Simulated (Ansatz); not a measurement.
**Redistribution: C2H4FI + C2H4ClI → C2H4I2 + C2H4ClF**

Species: C2H4FI (1-fluoro-2-iodoethane) `FCCI`, singlet; C2H4ClI `CC(Cl)I`, singlet; C2H4I2 (1,2-diiodoethane) `ICCI`, singlet; C2H4ClF (1-chloro-1-fluoroethane) `CC(F)Cl`, singlet. The partners trade F for I; both sit on C, so the bond types are kept.

Shapes, held fixed at every level: PBE0-D4/def2-TZVP. Flexible molecules stand in one conformer, not always the lowest. Programs: Ansatz 0.2.0. The zero-point and thermal change to 298 K, harmonic and unscaled (PBE0-D4/def2-TZVP), is -0.4 kJ/mol.

```
              level                   kind  ΔH(298 K) (kJ/mol)  less CCSD(T)/def2-TZVPP  CPU time (sum over the molecules)
        HF/def2-SVP           Hartree–Fock               -36.5                     -6.7                                  –
   SPW92/def2-TZVPP                    LDA               -34.1                     -4.3                               13 s
  PBE-D4/def2-TZVPP                    GGA               -32.1                     -2.3                               25 s
BHLYP-D4/def2-TZVPP          global hybrid               -30.9                     -1.1                               34 s
  B2PLYP/def2-TZVPP          double hybrid               -31.2                     -1.4                               52 s
     MP2/def2-TZVPP    perturbation theory               -28.9                     +0.9                                  –
   CCSD(T)/def2-SVP  coupled cluster or CI               -32.8                     -3.0                               41 s
 CCSD(T)/def2-TZVPP  coupled cluster or CI               -29.8                      0.0                             13 min
```

The highest level, CCSD(T)/def2-TZVPP, gives ΔH(298 K) = -29.8 kJ/mol; the levels span -36.5 to -28.9. The column of differences is taken from that level and isn't an error. No measured value is set beside it here. For atoms past krypton def2 sets carry core potentials with scalar relativity. Correlated rows may include outer-core shells of I, which these sets cover unevenly. Times are processor times on shared x86 and Arm servers, and rough.
